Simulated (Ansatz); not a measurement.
Reaction (cleavage of the B–Si bond): `B[SiH2][GeH2][SiH3]` + `OC[SiH2]Cl` → `BOC[SiH2]Cl` + `[SiH3][GeH2][SiH3]`

Calculated with Ansatz (gas phase, PBE0-D4/def2-TZVP geometries, no zero-point term in ΔE). CCSD(T)/CBS adds triple-zeta CCSD(T) − MP2 to the extrapolated MP2 energy (def2 sets, frozen cores). Functionals use def2-TZVPP. B3LYP here is the variant with VWN-RPA as its local correlation; programs differ in this. For Ge outer-core shells are correlated without core-valence functions, which leaves a few kJ/mol of doubt a bond. Scalar relativity is left out up to krypton. Each species was taken in one conformer, which may not be the lowest.

```
             level  ΔE (kJ/mol)  difference from CCSD(T)/CBS
            PBE-D4       -149.6                         11.4
           PBE0-D4       -152.2                          8.8
           ωB97X-V       -162.3                         -1.3
           ωB97M-V       -165.4                         -4.4
            r2SCAN       -158.1                          2.9
              PBE0       -154.2                          6.8
             B3LYP       -168.5                         -7.5
     HF/def2-TZVPP       -177.3                        -16.3
    MP2/def2-TZVPP       -167.5                         -6.5
SCS-MP2/def2-TZVPP       -170.3                         -9.3
   CCSD/def2-TZVPP       -164.5                         -3.5
     HF/def2-QZVPP       -178.5                        -17.5
    MP2/def2-QZVPP       -166.4                         -5.4
SCS-MP2/def2-QZVPP       -169.3                         -8.3
     MP2/CBS(def2)       -164.9                         -3.9
    CCSD/CBS(def2)       -161.9                         -0.9
       CCSD(T)/CBS       -161.0                            0
```

Largest T1 diagnostic among the species: 0.013.

In def2-TZVPP, CCSD(T) changes the Hartree–Fock value by +13.8 kJ/mol (the triples alone add +1.0 kJ/mol) and MP2 by +9.9 kJ/mol. The D4 term adds +3.6 kJ/mol with B3LYP and +2.0 kJ/mol with PBE0; it sums over pairs of atoms, weighted by their polarisabilities, and B3LYP, whose exchange is more repulsive, gets the larger term.

CCSD(T)/CBS has its own doubt, a few kJ/mol and more with outer-core shells, so smaller differences from it don't rank the levels.
